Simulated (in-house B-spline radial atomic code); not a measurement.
## Ca2+: [He] 2s2 (2p1/2)2 (2p3/2)3 3s2 (3p1/2)2 (3p3/2)3 4s2 (with a hole in an inner shell)

Computed with a B-spline radial code for spherical atoms: Dirac-Kohn-Sham PBE, spherical fractional occupations, Fermi nucleus of rms radius 3.4776 fm.

Screening seen three ways: the hydrogenic charge with the same mean radius, Z_r = [3n² - l(l+1)]/(2<r>), the one with the same energy, Z_e = n√(-2ε), and Slater's rules. Values are occupation-weighted means over j.

```csv
shell,electrons,ε (eV),<r> (bohr),Z_r,Z_e,Slater
1s,2,-4036.1,0.0768,19.53,17.22,19.70
2s,2,-478.74,0.3576,16.78,11.86,16.20
2p,5,-402.89,0.3191,15.67,10.88,16.20
3s,2,-81.643,1.067,12.65,7.35,9.95
3p,5,-61.405,1.123,11.14,6.37,9.95
4s,2,-20.011,2.82,8.51,4.85,4.70
```

The least bound orbital is 4s1/2 at -20.01 eV, and it is also the most diffuse (<r> = 2.82 bohr). The part-filled 2p shell lies below the filled 4s shell in orbital energy.

For the 1s electron the small component carries 0.511 % of the norm, the zero-frequency Breit interaction raises the level by 3.586 eV, self-energy by 1.671 eV, and vacuum polarisation lowers it by 0.1235 eV.
